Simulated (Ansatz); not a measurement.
A nudged elastic band was laid between two geometries of C₂H₁₀OSiSn (15 atoms, charge 0, multiplicity 1).

Theory: RKS PBE0/def2-SVP in Ansatz 0.2.0.

```yaml
movable_images: 5
climbing_image: yes
spring: 5.0 eV/Å²
optimiser: quadratic models (default)
start_path: through a guess of the saddle point
force_threshold: 0.05 eV/Å
iteration_limit: 57
end_points: relaxed
```

Initial state:

```xyz
15
Properties=species:S:1:pos:R:3
C -2.087 -1.223 0.296
Si -0.387 -1.354 -0.492
C 0.898 -0.454 0.586
O 0.509 0.888 0.779
Sn 1.319 2.390 -0.256
H -2.298 -0.168 0.526
H -2.877 -1.604 -0.369
H -2.126 -1.792 1.239
H -0.400 -0.702 -1.843
H 0.012 -2.789 -0.679
H 0.959 -0.953 1.573
H 1.913 -0.565 0.147
H 0.590 2.463 -1.807
H 0.955 3.760 0.694
H 2.997 2.050 -0.365
```

Final state:

```xyz
15
Properties=species:S:1:pos:R:3
C -2.054 -1.289 -0.467
Si -0.429 -1.673 0.388
C 0.855 -0.335 -0.031
O 0.286 0.903 0.323
Sn 1.337 2.596 0.156
H -1.950 -1.360 -1.561
H -2.855 -1.975 -0.152
H -2.351 -0.260 -0.216
H 0.104 -3.010 -0.042
H -0.618 -1.710 1.872
H 1.799 -0.552 0.513
H 1.109 -0.395 -1.112
H 0.238 3.796 0.667
H 2.705 2.452 1.180
H 1.801 2.762 -1.488
```

(1) Which bonds break or form, and what moves?

(2) What energy profile does the band end with?

(3) What is the geometry of the highest image?

(4) What are the harmonic wavenumbers there?

Results:

(1) No bond is made or broken. The dihedral H9–Si2–C3–H12 goes from -62 to 55°.

(2) It converged. The highest image is number 2 of 0 to 6, 11.0 kJ/mol above the first end and 16.4 kJ/mol above the last; the last end lies 5.3 kJ/mol below the first. A vibrational analysis at the climbing image gives one clearly imaginary mode, 86i cm⁻¹: a first-order saddle point.

| image | path coordinate (Å) | energy (kJ/mol) | dihedral H9–Si2–C3–H12 (°) |
| --- | --- | --- | --- |
| 0 | 0.00 | 0.0 | -62 |
| 1 | 1.78 | 4.9 | -40 |
| 2 | 3.56 | 11.0 | -2 |
| 3 | 5.10 | 5.7 | 32 |
| 4 | 6.64 | 1.9 | 52 |
| 5 | 8.18 | -2.2 | 51 |
| 6 | 9.73 | -5.3 | 55 |

(3) 
```xyz
15
Properties=species:S:1:pos:R:3
C -1.923 -0.720 -0.097
Si -0.313 -1.666 -0.298
C 1.147 -0.629 0.410
O 0.711 0.579 0.991
Sn 0.956 2.337 0.085
H -1.934 0.181 -0.728
H -2.789 -1.341 -0.374
H -2.035 -0.402 0.950
H -0.073 -1.983 -1.746
H -0.394 -2.979 0.421
H 1.652 -1.232 1.190
H 1.915 -0.486 -0.378
H -0.235 2.496 -1.141
H 0.762 3.473 1.343
H 2.530 2.321 -0.596
```

(4) 86i, 39, 46, 150, 159, 175, 317, 453, 494, 509, 550, 592, 638, 691, 697, 708, 718, 756, 848, 879, 900, 958, 1123, 1258, 1259, 1290, 1425, 1432, 1457, 1924, 1929, 1972, 2192, 2205, 2980, 3045, 3063, 3168, 3176 cm⁻¹.

The run took 4 min on 2 threads of Intel(R) Xeon(R) Platinum 8488C (Sapphire Rapids), on a shared host, peak memory 0.43 GiB.
